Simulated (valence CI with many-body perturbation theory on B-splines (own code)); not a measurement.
**Er XVIII: electric-dipole lines**

Calculated by valence CI with perturbative core correlation (CI+MBPT): five valence electrons over a frozen Dirac-Fock core [Kr] 4d10, radial functions for each j: 7 s, 7 p, 7 d, 7 f, 4 g, 2 h, with the one-electron correlation potential Σ1 (screened to all orders), the two-electron term Σ2, the three-electron term Σ3, Breit, model QED; selected single and double excitations, second order for the rest, scaled by the run's own slope (own B-spline code, finite nucleus).

No measured levels were compared; by estimate terms of the open shell hold to a few per cent of their energy, and close levels can change places. Among the levels kept, up to 1100 cm⁻¹ of a level comes from second order outside the variational space, and about a tenth of that is noise between levels of different J, which matters for small intervals.

Lines 101 to 150 of 298 in falling wavelength, among levels below 182820 cm⁻¹, chosen from the strongest by gf and those to the six lowest levels. Wavelengths and rates use the calculated energies, so an error of 2000 cm⁻¹ moves a line at 1227 Å by 2.5 % and its rate by three times that or more. Electric multipoles are in the length gauge, E1 and E2 with the static RPA response of the core. Weak lines are less certain than strong ones. Lines between different terms over intervals too small for the method are left out, as are lines whose strength nearly cancels. Where a level lies close to another of its J and parity, the split of strength between their lines is uncertain. The highest levels of a list are the least certain.

Names give the largest LS component (configuration and term), which can be under half, so a name can repeat, a term be missing and a line seem to break the LS rules; names also repeat where a configuration has a term twice. Letters in brackets count levels of one name in rising energy.

```
λ vac (Å)           Upper             Lower   A (s⁻¹)  log gf  Branch %
     1227  4f4.5s 6I_11/2   4f5 2H°_9/2 [a]  5.18e+00   -7.85       0.1
     1216  4f4.5s 4I_11/2  4f5 4K°_11/2 [b]  1.95e+01   -7.29       0.1
     1213   4f4.5s 4I_9/2   4f5 2G°_9/2 [a]  3.00e+01   -7.18       0.2
     1210   4f4.5s 6F_3/2   4f5 2D°_5/2 [c]  1.87e+01   -7.78       0.0
     1207   4f4.5s 4I_9/2   4f5 2G°_7/2 [b]  1.99e+01   -7.36       0.1
     1196  4f4.5s 4I_11/2  4f5 4K°_13/2 [c]  8.59e+02   -5.66       4.1
     1194  4f4.5s 4I_11/2  4f5 4G°_11/2 [e]  1.28e+01   -7.48       0.1
     1192   4f4.5s 4I_9/2  4f5 4G°_11/2 [d]  5.28e+01   -6.95       0.3
     1189   4f4.5s 6F_5/2   4f5 2D°_5/2 [c]  4.10e+01   -7.28       0.1
     1186  4f4.5s 6I_15/2  4f5 2L°_15/2 [b]  6.45e+00   -7.66       0.1
     1186  4f4.5s 6I_17/2  4f5 2L°_15/2 [c]  9.50e+00   -7.44       0.1
     1181   4f4.5s 6I_9/2   4f5 4I°_9/2 [b]  1.75e+01   -7.44       0.4
     1179  4f4.5s 4I_11/2  4f5 2H°_11/2 [b]  1.53e+01   -7.42       0.1
     1173  4f4.5s 6I_11/2  4f5 4I°_11/2 [b]  9.79e+00   -7.62       0.2
     1162   4f4.5s 4I_9/2  4f5 2I°_11/2 [b]  8.19e+02   -5.78       5.1
     1158   4f4.5s 4I_9/2   4f5 4G°_9/2 [b]  2.31e+01   -7.33       0.1
     1154   4f4.5s 4I_9/2   4f5 4G°_7/2 [c]  4.81e+01   -7.02       0.3
     1149   4f4.5s 6F_7/2   4f5 2D°_5/2 [c]  3.18e+01   -7.30       0.1
     1133   4f4.5s 6I_7/2   4f5 4G°_7/2 [b]  1.32e+01   -7.69       0.3
     1132   4f4.5s 6F_5/2   4f5 4P°_3/2 [b]  7.93e+01   -7.04       0.2
     1131   4f4.5s 6S_5/2   4f5 2D°_5/2 [c]  7.07e+01   -7.09       0.1
     1127  4f4.5s 4I_11/2   4f5 2G°_9/2 [b]  6.26e+00   -7.84       0.0
     1117  4f4.5s 4I_11/2   4f5 2G°_9/2 [a]  1.70e+01   -7.42       0.1
     1106   4f4.5s 4I_9/2  4f5 2H°_11/2 [a]  2.27e+01   -7.38       0.1
     1102   4f4.5s 4I_9/2   4f5 2F°_7/2 [a]  2.71e+01   -7.31       0.2
     1093   4f4.5s 4I_9/2  4f5 2I°_11/2 [a]  3.30e+02   -6.23       2.1
     1093   4f4.5s 6I_9/2  4f5 4G°_11/2 [b]  6.25e+00   -7.95       0.1
     1086   4f4.5s 6I_9/2   4f5 4G°_7/2 [b]  8.77e+00   -7.81       0.2
     1085   4f4.5s 6I_7/2   4f5 4F°_9/2 [a]  3.13e+01   -7.35       0.7
     1085   4f4.5s 4I_9/2   4f5 2G°_7/2 [a]  3.17e+01   -7.25       0.2
     1082  4f4.5s 4I_11/2  4f5 2I°_13/2 [a]  7.05e+02   -5.83       3.3
     1080   4f4.5s 6S_5/2   4f5 4P°_3/2 [b]  3.12e+01   -7.48       0.0
     1078   4f4.5s 6I_7/2   4f5 4H°_7/2 [a]  2.33e+01   -7.49       0.6
     1074  4f4.5s 6I_15/2  4f5 4I°_13/2 [a]  3.00e+01   -7.08       0.4
     1070  4f4.5s 4I_11/2   4f5 4G°_9/2 [b]  2.65e+01   -7.26       0.1
     1052   4f4.5s 4I_9/2   4f5 2H°_9/2 [a]  1.06e+01   -7.76       0.1
     1034  4f4.5s 4I_11/2  4f5 2K°_13/2 [b]  1.51e+02   -6.54       0.7
     1032  4f4.5s 6I_15/2  4f5 2K°_13/2 [a]  6.38e+00   -7.79       0.1
     1028   4f4.5s 6F_7/2   4f5 4G°_7/2 [c]  4.71e+01   -7.22       0.1
     1026  4f4.5s 4I_11/2  4f5 2H°_11/2 [a]  1.62e+01   -7.51       0.1
     1023  4f4.5s 6I_17/2  4f5 2L°_17/2 [a]  1.10e+01   -7.51       0.2
     1015  4f4.5s 4I_11/2  4f5 2I°_11/2 [a]  3.29e+01   -7.21       0.2
     1012   4f4.5s 4I_9/2  4f5 4I°_11/2 [b]  5.47e+01   -7.08       0.3
     1006   4f4.5s 6I_9/2  4f5 4G°_11/2 [a]  1.86e+01   -7.55       0.4
     1005   4f4.5s 6F_7/2   4f5 4G°_5/2 [c]  1.64e+01   -7.70       0.0
     1002   4f4.5s 6F_5/2   4f5 2G°_7/2 [a]  1.57e+01   -7.85       0.0
     1002  4f4.5s 6I_17/2  4f5 4I°_15/2 [b]  5.73e+01   -6.81       0.8
    991.1   4f4.5s 6S_5/2   4f5 4G°_5/2 [c]  5.97e+01   -7.28       0.1
    990.6   4f4.5s 6I_9/2  4f5 4K°_11/2 [a]  3.64e+01   -7.27       0.8
    982.8  4f4.5s 6I_13/2  4f5 4K°_15/2 [a]  6.08e+00   -7.91       0.1
```
